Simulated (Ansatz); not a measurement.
C7H9N, SMILES `Cc1ccc(C)nc1`, 17 atoms. Total charge 0; spin multiplicity 1. Hardware: A = 2 threads of an AMD EPYC 7R13 on a shared host and a share of an NVIDIA H100 80 GB; B = 2 threads of an AMD EPYC 7R13 on a shared host. Correlated methods freeze the cores. Open-shell runs search over several starts.

Give the basis size and wall time and peak host memory of each of these runs in Ansatz. RHF-CCSD(T)/def2-SVP energy [A]; UKS ωB97M-V/def2-TZVPP energy of the cation [A]; RHF-MP2/def2-QZVPP energy [A]; UHF-CCSD(T)/def2-TZVPP energy of the cation [A]; RKS PBE0-D4/def2-QZVPP energy [A]; UKS PBE0-D4/def2-TZVPP energy of the cation [A]; RHF-CCSD(T)/def2-TZVPP energy [A]; RKS PBE0-D4/def2-TZVP relaxation (37 steps) [A]; UKS B2PLYP (frozen core)/def2-TZVPP energy of the cation [A]; UHF-MP2/def2-QZVPP energy of the cation [A]; RKS ωB97M-V/def2-SVP energy [B]; direct RPA on PBE orbitals/def2-TZVPP energy [A]. (An estimate is asked.)

Ansatz gave: Other jobs shared the machine, so times are rough.

```csv
level,job,functions,wall time,peak host memory (GiB)
RHF-CCSD(T)/def2-SVP,energy [A],157,2.8 s,0.79
RKS PBE0-D4/def2-QZVPP,energy [A],726,3.5 s,1.3
direct RPA on PBE orbitals/def2-TZVPP,energy [A],374,4 s,1.8
RHF-MP2/def2-QZVPP,energy [A],726,7.5 s,1.4
RKS ωB97M-V/def2-SVP,energy [B],157,11 s,0.62
UKS PBE0-D4/def2-TZVPP,energy of the cation [A],374,12 s,1
UHF-MP2/def2-QZVPP,energy of the cation [A],726,13 s,1.5
UKS B2PLYP (frozen core)/def2-TZVPP,energy of the cation [A],374,14 s,1.8
RHF-CCSD(T)/def2-TZVPP,energy [A],374,19 s,0.87
UKS ωB97M-V/def2-TZVPP,energy of the cation [A],374,24 s,1.2
RKS PBE0-D4/def2-TZVP,relaxation (37 steps) [A],302,66 s,0.93
UHF-CCSD(T)/def2-TZVPP,energy of the cation [A],374,2.5 min,2.6
```
